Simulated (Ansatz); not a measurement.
```yaml
crystal:
  periodic: [false, false, false]
  atoms:
    - {symbol: Hg, position_ang: [0.813114, 1.825193, 0.064080]}
    - {symbol: Hg, position_ang: [-1.987948, -0.208257, -0.026445]}
    - {symbol: Hg, position_ang: [1.174868, -1.616813, -0.038207]}
    - {symbol: Te, position_ang: [-1.825909, 2.512668, 0.059271]}
    - {symbol: Te, position_ang: [-1.263564, -2.836354, -0.099664]}
    - {symbol: Te, position_ang: [3.089449, 0.323573, 0.040975]}
basis:
  gaussian: {orbitals: def2-SVP}
magnetization: {spin_polarized: true, initial_magnetization: 0}
hamiltonian: {xc: {name: RPBE}, pseudopotentials: {relativity: scalar}}
scf: {omitted_lower_state_checks: [starts]}
output: {forces: true}
```

```sh
$ ansatz run in.yaml --threads 4 --pin off --events-out ev --progress --plain --max-ram 4787MiB
```

Shortened log:

```
Functional definition: RPBE
1899 factors; their error is unknown
mean field evaluation 1: about -34421.3001 eV, gradient 2.8e1 eV
mean field evaluation 2: about -34406.1295 eV, gradient 5.6e1 eV
mean field evaluation 4: about -34426.1190 eV, gradient 2.8e0 eV
mean field evaluation 8: about -34426.1510 eV, gradient 1.1e-1 eV
mean field evaluation 16: about -34426.0934 eV, gradient 2.9e-4 eV
mean field -34426.09344601 eV, -1265.1355992965 hartree, gradient 1.6e-5 eV, S^2 0.000000; 0 other end points of the search recorded, 0 dependent functions left out
reference -34426.09348405 eV, -1265.1356006947 hartree; 66, 66 occupied and 108, 108 virtual orbitals, 1899 factors
Total energy: -34426.09348405 eV, -1265.1356006947 hartree
Relativity: scalar
Atom 0 at     0.813114     1.825193     0.064080 Å, force     0.027266     0.061209     0.002439 eV/Å
Atom 1 at    -1.987948    -0.208257    -0.026445 Å, force    -0.066983    -0.007090    -0.000590 eV/Å
Atom 2 at     1.174868    -1.616813    -0.038207 Å, force     0.039506    -0.054639    -0.000995 eV/Å
Atom 3 at    -1.825909     2.512668     0.059271 Å, force    -0.159988     0.220359     0.004892 eV/Å
Atom 4 at    -1.263564    -2.836354    -0.099664 Å, force    -0.110640    -0.248370    -0.009040 eV/Å
Atom 5 at     3.089449     0.323573     0.040975 Å, force     0.270839     0.028532     0.003293 eV/Å
Dipole moment:     0.000009     0.000029    -0.000117 e Å
Checks for a lower state left out: starts
```

It took 8 s on 4 threads of AMD EPYC 7R43 on a shared host.

In the def2 sets Hg, Te take a core potential; there is no spin–orbit coupling.
